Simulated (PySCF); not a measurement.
C4H9O, SMILES C1CC[OH+]C1, charge +1.

Coordinates come from a PBE-D3(BJ)/def2-SVP optimisation. The isomer is the one that the SMILES or the coordinates give; other isomers of the formula were not compared. One conformer was computed; it need not be the lowest.

The numbers are results of HF/def2-TZVP run with PySCF, not measurements.

Gas-phase values at a fixed geometry.

```json
{
 "total_energy": "-231.39438 hartree",
 "highest_occupied_level": "-18.19 eV",
 "lowest_empty_level": "-1.82 eV",
 "orbital_gap": "16.36 eV",
 "dipole_moment_about_the_centre_of_nuclear_charge": "2.29 D",
 "mean_static_polarisability": "44.7 bohr³ (6.62 Å³)",
 "polarisability_principal_values": "40.4, 45.4, 48.2 bohr³"
}
```
